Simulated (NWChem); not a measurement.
System: C2H6BeFN; SMILES C[N](C)[Be][F]

The following NWChem deck was run.

```
start job
memory heap 200 mb stack 900 mb global 1100 mb
geometry units angstroms noautoz
  Be    -0.000101     1.072088     0.000000
  F     -0.000199     2.459933     0.000000
  N      0.000170    -0.433457     0.000000
  C     -0.000016    -1.237512    -1.210439
  C     -0.000016    -1.237512     1.210439
  H     -0.888135    -1.889074    -1.269137
  H      0.886803    -1.890938    -1.267967
  H      0.001201    -0.599909    -2.102264
  H      0.886803    -1.890938     1.267967
  H     -0.888135    -1.889074     1.269137
  H      0.001201    -0.599909     2.102264
end
basis spherical
  * library 6-31g*
end
dft
  xc r2scan
  grid xcoarse
  iterations 150
  mulliken
end
task dft gradient
```

Output (shortened):

```
             Northwest Computational Chemistry Package (NWChem) 7.3.0
             --------------------------------------------------------

 C2V symmetry detected

                             Geometry "geometry" -> ""
                             -------------------------

 Output coordinates in angstroms (scale by  1.889725989 to convert to a.u.)

  No.       Tag          Charge          X              Y              Z
 ---- ---------------- ---------- -------------- -------------- --------------
    1 Be                   4.0000     0.00000000     0.00000000    -1.07778369
    2 F                    9.0000     0.00000000     0.00000000    -2.46562869
    3 N                    7.0000     0.00000000     0.00000000     0.42776133
    4 C                    6.0000     0.00000000    -1.21043900     1.23181632
    5 C                    6.0000     0.00000000     1.21043900     1.23181632
    6 H                    1.0000    -0.88746894    -1.26855200     1.88431028
    7 H                    1.0000     0.88746894    -1.26855200     1.88431028
    8 H                    1.0000     0.00000000    -2.10226400     0.59421339
    9 H                    1.0000     0.88746894     1.26855200     1.88431028
   10 H                    1.0000    -0.88746894     1.26855200     1.88431028
   11 H                    1.0000     0.00000000     2.10226400     0.59421339

 Effective nuclear repulsion energy (a.u.)     146.3781626926

      Symmetry information
      --------------------

 Group name             C2v
 Group number             16
 Group order               4
 No. of unique centers     6

                                 NWChem DFT Module
                                 -----------------

 Summary of "ao basis" -> "ao basis" (spherical)
 ------------------------------------------------------------------------------
       Tag                 Description            Shells   Functions and Types
 ---------------- ------------------------------  ------  ---------------------
 Be                          6-31g*                  6       14   3s2p1d
 F                           6-31g*                  6       14   3s2p1d
 N                           6-31g*                  6       14   3s2p1d
 C                           6-31g*                  6       14   3s2p1d
 H                           6-31g*                  2        2   2s

      Symmetry analysis of basis
      --------------------------

        a1         35
        a2          9
        b1         15
        b2         23

            General Information
            -------------------
          SCF calculation type: DFT
          Wavefunction type:  closed shell.
          No. of atoms     :    11
          No. of electrons :    38
           Alpha electrons :    19
            Beta electrons :    19
          Charge           :     0
          Spin multiplicity:     1
          Use of symmetry is: on ; symmetry adaption is: on
          Maximum number of iterations: 150
          AO basis - number of functions:    82
                     number of shells:    42
          Convergence on energy requested:  1.00D-06
          Convergence on density requested:  1.00D-05
          Convergence on gradient requested:  5.00D-04

              XC Information
              --------------
                      r^2SCAN Method XC Functional
               r^2SCAN metaGGA Exchange Functional  1.000
                     r^2SCAN Correlation Potential  1.000

             Grid Information
             ----------------
          Grid used for XC integration:  xcoarse
          Radial quadrature: Mura-Knowles
          Angular quadrature: Lebedev.
          Tag              B.-S. Rad. Rad. Pts. Rad. Cut. Ang. Pts.
          ---              ---------- --------- --------- ---------
          Be                  1.05       21           8.0       194
          F                   0.50       21          11.0       194
          N                   0.65       21           7.0       194
          C                   0.70       21           8.0       194
          H                   0.35       21          10.0       194
          Grid pruning is: on
          Number of quadrature shells:   126
          Spatial weights used:  Erf1

      Superposition of Atomic Density Guess
      -------------------------------------

 Sum of atomic energies:        -246.54273783

      Non-variational initial energy
      ------------------------------

 Total energy =    -248.791162
 1-e energy   =    -625.991333
 2-e energy   =     230.822009
 HOMO         =      -0.261466
 LUMO         =      -0.005342

      Symmetry analysis of molecular orbitals - initial
      -------------------------------------------------

  Numbering of irreducible representations:

     1 a1          2 a2          3 b1          4 b2

  Orbital symmetries:

     1 a1          2 a1          3 a1          4 b2          5 a1
     6 a1          7 a1          8 b2          9 a1         10 a1
    11 b2         12 b1         13 a1         14 b1         15 b2
    16 a2         17 b2         18 a1         19 b1         20 a1
    21 b2         22 b1         23 a1         24 a1         25 b2
    26 b1         27 a1         28 a2         29 b2

     ---------------------------------------------
      Total Density - Mulliken Population Analysis
     ---------------------------------------------

    Atom       Charge   Shell Charges
 -----------   ------   -------------------------------------------------------
    1 Be   4     3.18   2.00  0.37  0.48  0.19  0.05  0.09
    2 F    9     9.61   2.00  0.95  3.53  0.99  2.14  0.00
    3 N    7     7.61   2.00  0.80  2.58  0.70  1.50  0.02
    4 C    6     6.42   2.00  0.71  1.93  0.64  1.10  0.05
    5 C    6     6.42   2.00  0.71  1.93  0.64  1.10  0.05
    6 H    1     0.80   0.48  0.33
    7 H    1     0.80   0.48  0.33
    8 H    1     0.78   0.47  0.31
    9 H    1     0.80   0.48  0.33
   10 H    1     0.80   0.48  0.33
   11 H    1     0.78   0.47  0.31

   convergence    iter        energy       DeltaE   RMS-Dens  Diis-err
 ---------------- ----- ----------------- --------- --------- ---------
 d= 0,ls=0.0,diis     1   -249.0371775722 -3.95D+02  1.27D-02  6.65D-01
 d= 0,ls=0.0,diis     2   -248.9705494822  6.66D-02  6.80D-03  1.67D+00
 d= 0,ls=0.0,diis     3   -249.1139930385 -1.43D-01  1.27D-03  2.83D-02
 d= 0,ls=0.0,diis     4   -249.1151478421 -1.15D-03  7.61D-04  1.15D-02
 d= 0,ls=0.0,diis     5   -249.1163216191 -1.17D-03  1.59D-04  2.75D-04
  Resetting Diis
 d= 0,ls=0.0,diis     6   -249.1163498970 -2.83D-05  4.92D-05  3.35D-05
 d= 0,ls=0.0,diis     7   -249.1163543047 -4.41D-06  1.10D-05  5.82D-07
 d= 0,ls=0.0,diis     8   -249.1163542691  3.56D-08  6.59D-06  8.81D-07

         Total DFT energy =     -249.116354269090
      One electron energy =     -630.598979071639
           Coulomb energy =      268.434432350260
    Exchange-Corr. energy =      -33.329970240269
 Nuclear repulsion energy =      146.378162692557

 Numeric. integr. density =       37.998947512502

                  Occupations of the irreducible representations
                  ----------------------------------------------

                     irrep           alpha         beta
                     --------     --------     --------
                     a1               10.0         10.0
                     a2                1.0          1.0
                     b1                3.0          3.0
                     b2                5.0          5.0

                       DFT Final Molecular Orbital Analysis
                       ------------------------------------

 Vector   17  Occ=2.000000D+00  E=-3.376882D-01  Symmetry=b2
              MO Center= -5.9D-16,  1.6D-14,  9.5D-01, r^2= 3.4D+00
   Bfn.  Coefficient  Atom+Function         Bfn.  Coefficient  Atom+Function
  ----- ------------  ---------------      ----- ------------  ---------------
    46      0.299053   4 C  py               60      0.299053   5 C  py
    32     -0.230802   3 N  py               75     -0.212132   8 H  s
    81      0.212132  11 H  s                76     -0.192587   8 H  s
    82      0.192587  11 H  s                50      0.149710   4 C  py
    64      0.149710   5 C  py               47      0.127171   4 C  pz

 Vector   18  Occ=2.000000D+00  E=-3.079206D-01  Symmetry=a1
              MO Center= -1.2D-15, -5.9D-15,  7.4D-01, r^2= 2.5D+00
   Bfn.  Coefficient  Atom+Function         Bfn.  Coefficient  Atom+Function
  ----- ------------  ---------------      ----- ------------  ---------------
    33      0.396877   3 N  pz               47     -0.246512   4 C  pz
    61     -0.246512   5 C  pz                5     -0.210486   1 Be pz
    37      0.177547   3 N  pz                2     -0.143900   1 Be s
    76      0.119727   8 H  s                82      0.119727  11 H  s
    51     -0.116372   4 C  pz               65     -0.116372   5 C  pz

 Vector   19  Occ=2.000000D+00  E=-1.858928D-01  Symmetry=b1
              MO Center=  1.4D-14, -9.8D-16,  5.9D-01, r^2= 2.1D+00
   Bfn.  Coefficient  Atom+Function         Bfn.  Coefficient  Atom+Function
  ----- ------------  ---------------      ----- ------------  ---------------
    31      0.519692   3 N  px               35      0.436869   3 N  px
    72      0.177597   6 H  s                74     -0.177597   7 H  s
    78     -0.177597   9 H  s                80      0.177597  10 H  s
     3      0.147966   1 Be px               71      0.112849   6 H  s
    73     -0.112849   7 H  s                77     -0.112849   9 H  s

 Vector   20  Occ=0.000000D+00  E= 2.591748D-02  Symmetry=a1
              MO Center=  6.4D-16,  1.8D-14, -7.3D-01, r^2= 4.3D+00
   Bfn.  Coefficient  Atom+Function         Bfn.  Coefficient  Atom+Function
  ----- ------------  ---------------      ----- ------------  ---------------
     6      1.280700   1 Be s                34     -0.775852   3 N  s
    48     -0.353998   4 C  s                62     -0.353998   5 C  s
    76      0.319319   8 H  s                82      0.319319  11 H  s
    20     -0.314852   2 F  s                50      0.284929   4 C  py
    64     -0.284929   5 C  py               30     -0.138230   3 N  s

 Vector   21  Occ=0.000000D+00  E= 3.788667D-02  Symmetry=b2
              MO Center= -2.3D-16, -2.3D-14, -7.8D-01, r^2= 3.8D+00
   Bfn.  Coefficient  Atom+Function         Bfn.  Coefficient  Atom+Function
  ----- ------------  ---------------      ----- ------------  ---------------
     8      0.612128   1 Be py               48      0.588467   4 C  s
    62     -0.588467   5 C  s                 4      0.424560   1 Be py
    76     -0.228440   8 H  s                82      0.228440  11 H  s
    18     -0.216386   2 F  py               22     -0.205768   2 F  py
    72     -0.195573   6 H  s                74     -0.195573   7 H  s

 Vector   22  Occ=0.000000D+00  E= 7.368421D-02  Symmetry=b1
              MO Center= -4.2D-16, -2.4D-17, -9.3D-01, r^2= 3.7D+00
   Bfn.  Coefficient  Atom+Function         Bfn.  Coefficient  Atom+Function
  ----- ------------  ---------------      ----- ------------  ---------------
     7      0.773352   1 Be px                3      0.383345   1 Be px
    35     -0.290271   3 N  px               31     -0.250200   3 N  px
    17     -0.223664   2 F  px               21     -0.215709   2 F  px
    72     -0.167353   6 H  s                74      0.167353   7 H  s
    78      0.167353   9 H  s                80     -0.167353  10 H  s

     ---------------------------------------------
      Total Density - Mulliken Population Analysis
     ---------------------------------------------

    Atom       Charge   Shell Charges
 -----------   ------   -------------------------------------------------------
    1 Be   4     3.57   2.00  0.35  0.83  0.10  0.17  0.13
    2 F    9     9.33   2.00  0.94  3.31  0.99  2.09  0.01
    3 N    7     7.34   2.00  0.77  2.49  0.75  1.31  0.02
    4 C    6     6.37   2.00  0.68  2.06  0.61  0.97  0.05
    5 C    6     6.37   2.00  0.68  2.06  0.61  0.97  0.05
    6 H    1     0.84   0.53  0.31
    7 H    1     0.84   0.53  0.31
    8 H    1     0.83   0.53  0.30
    9 H    1     0.84   0.53  0.31
   10 H    1     0.84   0.53  0.31
   11 H    1     0.83   0.53  0.30

     -------------------------------------------
      Total Density - Lowdin Population Analysis
     -------------------------------------------

    Atom       Charge   Shell Charges
 -----------   ------   -------------------------------------------------------
    1 Be   4     4.11   1.96  0.34  0.81  0.20  0.42  0.38
    2 F    9     9.00   1.99  0.89  3.17  0.75  2.18  0.01
    3 N    7     7.09   1.99  0.63  2.31  0.46  1.64  0.07
    4 C    6     6.27   1.99  0.55  1.87  0.43  1.34  0.10
    5 C    6     6.27   1.99  0.55  1.87  0.43  1.34  0.10
    6 H    1     0.88   0.50  0.38
    7 H    1     0.88   0.50  0.38
    8 H    1     0.86   0.50  0.36
    9 H    1     0.88   0.50  0.38
   10 H    1     0.88   0.50  0.38
   11 H    1     0.86   0.50  0.36

     Multipole analysis of the density
     ---------------------------------

     L   x y z        total         alpha         beta         nuclear
     -   - - -        -----         -----         ----         -------
     0   0 0 0     -0.000000    -19.000000    -19.000000     38.000000

     1   1 0 0      0.000000      0.000000      0.000000      0.000000
     1   0 1 0      0.000000      0.000000      0.000000      0.000000
     1   0 0 1      0.663196      0.331598      0.331598     -0.000000

     2   2 0 0    -21.978033    -16.614165    -16.614165     11.250297
     2   1 1 0      0.000000      0.000000      0.000000      0.000000
     2   1 0 1     -0.000000     -0.000000     -0.000000      0.000000
     2   0 2 0    -19.777811    -68.557698    -68.557698    117.337586
     2   0 1 1      0.000000      0.000000      0.000000      0.000000
     2   0 0 2    -25.946197   -180.381718   -180.381718    334.817239

            General Information
            -------------------
          SCF calculation type: DFT
          Wavefunction type:  closed shell.
          No. of atoms     :    11
          No. of electrons :    38
           Alpha electrons :    19
            Beta electrons :    19
          Charge           :     0
          Spin multiplicity:     1
          Use of symmetry is: on ; symmetry adaption is: on
          Maximum number of iterations: 150
          AO basis - number of functions:    82
                     number of shells:    42
          Convergence on energy requested:  1.00D-06
          Convergence on density requested:  1.00D-05
          Convergence on gradient requested:  5.00D-04

              XC Information
              --------------
                      r^2SCAN Method XC Functional
               r^2SCAN metaGGA Exchange Functional  1.000
                     r^2SCAN Correlation Potential  1.000

[...]

                         DFT ENERGY GRADIENTS

    atom               coordinates                        gradient
                 x          y          z           x          y          z
   1 Be      0.000000   0.000000  -2.036716    0.000000   0.000000  -0.004124
   2 F       0.000000   0.000000  -4.659363    0.000000   0.000000   0.004167
   3 N       0.000000   0.000000   0.808352    0.000000   0.000000   0.001409
   4 C       0.000000  -2.287398   2.327795    0.000000  -0.000825  -0.000738
   5 C       0.000000   2.287398   2.327795    0.000000   0.000825  -0.000738
   6 H      -1.677073  -2.397216   3.560830    0.000330  -0.000129  -0.000137
   7 H       1.677073  -2.397216   3.560830   -0.000330  -0.000129  -0.000137
   8 H       0.000000  -3.972703   1.122900    0.000000  -0.000251   0.000286
   9 H       1.677073   2.397216   3.560830   -0.000330   0.000129  -0.000137
  10 H      -1.677073   2.397216   3.560830    0.000330   0.000129  -0.000137
  11 H       0.000000   3.972703   1.122900    0.000000   0.000251   0.000286
```

Level: r2SCAN/6-31G* (spherical d). All runs use the structure optimised with B3LYP/6-31G* (spherical d).
